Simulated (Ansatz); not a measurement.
Question: Name a neutral molecule of Al, C, P and H with HOMO–LUMO gap (ωB97M-V/def2-TZVPP) between 11.20 and 11.50 eV and size of the dipole moment (PBE/def2-TZVPP) between 5.60 and 5.90 D (Ansatz, PBE0-D4/def2-TZVP geometry).

Answer: `C[P+](C)(C)[AlH3-]` (11.44 eV, 5.88 D). Other molecules can fit too; these were computed, each in one conformer that needn't be the lowest.
